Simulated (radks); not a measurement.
Results of a calculation; reference values are marked as such.
Valence configurations of Ba I (all share [Xe]). Level of theory: scalar-relativistic Kohn-Sham, BLYP, spin-polarised, spherical densities, point nucleus; open shells are filled with parallel spins first (spin-orbit coupling, left out, can overturn this in heavy ions) (a radial shooting solver on a logarithmic mesh with Libxc functionals). Energies are relative to 6s2; eigenvalues in eV for spin up.

valence      E (eV)  moment (Bohr magnetons)   e(4f)   e(5d)   e(6p)   e(6s)
6s2           0.000                        0       -       -       -  -3.071
4f2           8.970                        2  -0.368       -       -       -
6s1 6p1       1.790                        2       -       -  -1.726  -3.909
5d1 6s1       1.090                        2       -  -1.396       -  -2.913
6s1.5 6p0.5   0.954                        1       -       -  -1.418  -3.515
4f1.5 6s0.5   6.498                        2  -0.307       -       -  -5.252
5d2           2.657                        2       -  -1.030       -       -
4f1 6p1       6.402                        2  -0.190       -  -2.754       -

NIST lists [Xe] 6s2 as the ground configuration; this level of theory agrees among the configurations tried. The energies are those of spherical high-spin densities, not of single terms. No valid solution was reached for [Xe] 4f1 6s1; [Xe] 4f1 5d1.
